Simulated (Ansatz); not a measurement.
`C=CBB(C)F` + H₂ → `CBF` + `BC=C`  (hydrogenolysis of a B–B bond)

Calculated with Ansatz (gas phase, PBE0-D4/def2-TZVP geometries, no zero-point term in ΔE). CCSD(T)/CBS is the MP2 limit (def2-TZVPP, def2-QZVPP) plus CCSD(T) − MP2 in def2-TZVPP, frozen cores. This one scheme is used for every species. Each species was taken in one conformer, which may not be the lowest.

```json
{"species": "`C=CBB(C)F`", "HF/def2-TZVPP energy (Eh)": "-266.61900"}
{"species": "H₂", "HF/def2-TZVPP energy (Eh)": "-1.13290"}
{"species": "`CBF`", "HF/def2-TZVPP energy (Eh)": "-164.44982"}
{"species": "`BC=C`", "HF/def2-TZVPP energy (Eh)": "-103.32997"}
```

(1) Work out ΔE.

Largest T1 diagnostic among the species: 0.012.

Answers

(1) ΔE = (-164.44982) + (-103.32997) − (-266.61900) − (-1.13290) = -0.02789 Eh = -73.2 kJ/mol. CCSD(T)/CBS gives -45.3 kJ/mol.

The D4 term adds +8.0 kJ/mol with B3LYP and +4.8 kJ/mol with PBE0; it sums over pairs of atoms, weighted by their polarisabilities, and B3LYP, whose exchange is more repulsive, gets the larger term. In def2-TZVPP, CCSD(T) changes the Hartree–Fock value by +26.5 kJ/mol (the triples alone add +4.5 kJ/mol) and MP2 by +25.7 kJ/mol. From PBE to PBE0 (25 % exact exchange), in def2-TZVPP and without D4, ΔE moves by −6.3 kJ/mol.

B3LYP here is the variant with VWN-RPA as its local correlation; programs differ in this.
